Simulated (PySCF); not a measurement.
1,1,2-trichloro-2-fluoroethene (C₂Cl₃F), SMILES FC(Cl)=C(Cl)Cl.

Geometry optimised at B3LYP-D3(BJ)/def2-SVP.

Two levels are set side by side: PBE/def2-TZVP (PySCF) and M06-2X/def2-TZVP (PySCF). Same geometry, gas phase. Differences are taken from unrounded values.

| quantity | M06-2X |
|---|---|
| orbital gap (eV) | 8.73 |
| highest occupied level (eV) | -8.59 |
| lowest empty level (eV) | 0.15 |
| dipole moment (D) | 0.49 |
| mean polarisability (bohr³) | 60.6 |

**Question.** What does PBE give, and how far is it from M06-2X? (Estimate from the structure and the level; the computed values follow.)

**Answer.** 
```json
[
 {"quantity": "orbital gap (eV)", "PBE": "4.49", "PBE minus M06-2X": "-4.25"},
 {"quantity": "highest occupied level (eV)", "PBE": "-6.13", "PBE minus M06-2X": "2.45"},
 {"quantity": "lowest empty level (eV)", "PBE": "-1.65", "PBE minus M06-2X": "-1.79"},
 {"quantity": "dipole moment (D)", "PBE": "0.40", "PBE minus M06-2X": "-0.10"},
 {"quantity": "mean polarisability (bohr³)", "PBE": "62.9", "PBE minus M06-2X": "2.3"}
]
```

PBE's occupied levels lie high since its potential decays too fast outside the molecule; exact exchange lowers them and widens the gap. PBE's more diffuse valence density responds more strongly to a field. Differences between two approximate levels are no errors against the true value.

Rough cost on one machine, each run with all the roots and properties that it gave: M06-2X against PBE about 3 times.
